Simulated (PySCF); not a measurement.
## Vanadium: a sound run and one with changed settings

Sound run: V [Ar] 3d3 4s2, V⁺ [Ar] 3d4. Computed with PySCF 2.14 in def2-TZVP (6s4p4d1f, 45 functions), with no relativity, point nucleus. The sound run starts from symmetry-adapted Hartree-Fock orbitals and uses a fine grid where one is needed.

A second run was set up differently.

| species | method | sound run (hartree) | changed run (hartree) | converged |
| --- | --- | --- | --- | --- |
| V | UHF | -942.87233 | -942.87233 | yes |
| V | LDA | -941.71436 | -941.78125 | yes |
| V | M06-L | -943.84008 | -943.97916 | yes |
| V⁺ | UHF | -942.65616 | -942.65616 | yes |
| V⁺ | LDA | -941.48644 | -941.50906 | yes |
| V⁺ | M06-L | -943.61397 | -943.64833 | yes |

Ionisation energy of V:

```csv
method,sound run (eV),changed run (eV)
UHF,5.882,5.882
LDA,6.202,7.407
M06-L,6.153,9.003
```

What was changed?
A. level shift left on
B. angular grid far too coarse
C. too few SCF iterations
D. minimal basis

B. It used 14 angular points. A coarse angular grid integrates products of high-l functions wrongly, so density functionals can shift, and the SCF can exploit the error; Hartree-Fock and MP2 need no grid.
